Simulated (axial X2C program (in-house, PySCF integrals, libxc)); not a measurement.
**Which molecule has these constants?**

Calculated with an axial X2C code built on PySCF integrals, spin-free (one-electron X2C) or two-component (2c: spin–orbit coupling with atomic mean-field Coulomb and Gaunt terms, which also bring small scalar terms), in Dyall basis sets with cores contracted in-house; open shells are unrestricted.

A two-component PBE0 calculation in a Dyall 3-zeta basis gave Re = 2.594 Å, ωe = 396.5 cm⁻¹, De = 1.15 eV, Ω = 2.

**Question.** Which molecule is it?
A. SrN⁺
B. SrF⁺
C. SrC⁺
D. LiSr⁺
E. SrB⁺

**Answer.** E. The others have SrF⁺ 1.986 Å and 593.1 cm⁻¹ (Ω = 0); SrN⁺ 2.278 Å and 470.3 cm⁻¹ (Ω = 1); LiSr⁺ 3.399 Å and 234.5 cm⁻¹ (Ω = 0); SrC⁺ 2.296 Å and 522.1 cm⁻¹ (Ω = 3/2).

Each entry is the lowest single determinant of a limited PBE0 search at one distance. De goes to single-determinant-based atoms at the same level (for ions the charge split of lowest energy) and is withheld (n/a) where an atom does not fit its ground term or J level. Main or longest-lived isotopes. One determinant is a doubtful description, or other states lie close, for SrB⁺, SrN⁺, SrC⁺; these need not be ground states, and all values refer to the states named. Some open-shell Ω = 0 determinants are out of reach, so the Ω given for SrB⁺, SrN⁺ need not be the lowest component. With several unpaired electrons the Ω given is that of one determinant, not necessarily of the lowest component. Some light 2c atoms are not at their ground J level, so De misses part of their lowering (0.04 eV or less). The functionals have no current term, which raises determinants with orbital currents.
